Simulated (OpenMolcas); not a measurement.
## Nb3+: effect of the metal basis

Nb3+ with its 6 nearest fluoride ions at 1.998 Å, on the Ga site of K2NaGaF6 (a = 8.246 Å, distance in the model lattice 1.938 Å). The rest of the host is ab initio model potentials to 7.6 Å and point charges beyond; the distance is set by hand and nothing relaxes.

- Program: OpenMolcas
- Method: SS-CASPT2, IPEA 0.25 Eh, imaginary shift 0.1 Eh (closed shells correlated: 4s 4p and the ligand valence shells)
- Spin-orbit coupling: RASSI with atomic mean-field integrals over the reference wave functions

Fixed: ligand basis ANO-RCC-VDZP, active space 2 electrons in 5 orbitals (4d), DKH2 Hamiltonian.

States (labels of O, the rotations of Oh). Energies in cm-1 above the lowest state or level, χT in cm3 K/mol; under a threefold ground state the first gap can be a small split of the lowest multiplet, not the spin-orbit step; 10Dq and B are least-squares fits to the states below 45000 cm-1, weighted by degeneracy, with a free offset, and given where the rms deviation is under 5 % of |10Dq| (or 100 cm-1) and under 700 cm-1.

```csv
Run,Metal basis,Ground state,First state of that spin,10Dq,B (rms of fit),First gap with spin-orbit (degeneracies),χT at 300 K,First state of another spin,Cost
A,ANO-RCC-VDZP,3T1,3T2 32220,33371,546 (95),"17 (2, 3)",0.471,1T2 7950,roughly 60 core-seconds
B,ANO-RCC-VTZP,3T1,3T2 31060,32365,526 (80),"18 (2, 3)",0.475,1T2 7210,roughly 110 core-seconds
```

Against A, |10Dq| changes by -3.0 % in B.

Costs are those of the CASPT2 steps.

Roots that are degenerate in the reference are averaged as groups; the widest CASPT2 spread within a group is 240 cm-1 (the 3-fold group of multiplicity 1 near 42900 cm-1 above the lowest state of its run, A). Shifts and gaps below about the spread of the groups concerned are not significant. Over all roots computed the reference weight is 0.73 to 0.74 in A, 0.73 in B; a low but even weight reflects the number of correlated electrons. An orbital triplet at a regular site is open to Jahn-Teller coupling, which can distort the site and quench the lowest spin-orbit gaps and is left out. Ligand-to-metal charge-transfer states are missing. With no ligand orbital active B as a rule stays too high, so bands that hang on it stand too high and its fall with covalency is understated. With one d shell and no ligand orbital active, 10Dq can be off by a tenth or more. The least metal-like active orbital is 81 % on the metal (Löwdin) and no ligand orbital is active, so the numbers are rough (holds for A). The least metal-like active orbital is 82 % on the metal (Löwdin) and no ligand orbital is active, so the numbers are rough (holds for B). No measured value stands beside these numbers; the geometry was set by hand and not optimised.
